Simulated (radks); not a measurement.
Values are calculated unless marked as measured or tabulated.
Coulomb parameter of the 4d shell of neutral rhodium in the model configuration [Kr] 4d8 5s1, as a second difference U = [E(n + 0.5) + E(n - 0.5) - 2 E(n)] / (0.5)^2 with all orbitals relaxed. "Bare": the charge of the atom changes with n. "Screened": the 5s shell takes up the change at fixed total charge, which measures U(4d,4d) + U(5s,5s) - 2 U(4d,5s). Level of theory: Dirac Kohn-Sham, PBEsol, spin-unpolarised, spherical densities, point nucleus; open shells are shared between the two j in proportion to 2j + 1 (a radial shooting solver on a logarithmic mesh with Libxc functionals).

case,configuration,E - E(n) (eV)
start,[Kr] 4d8 5s1,0.000
bare +0.5,[Kr] 4d8.5 5s1,-1.851
bare -0.5,[Kr] 4d7.5 5s1,4.226
screened +0.5,[Kr] 4d8.5 5s0.5,-0.629
screened -0.5,[Kr] 4d7.5 5s1.5,1.014

U(bare) = 9.499 eV, U(screened by 5s) = 1.541 eV. The step up makes a negative ion, whose loosely bound charge lowers the bare value.
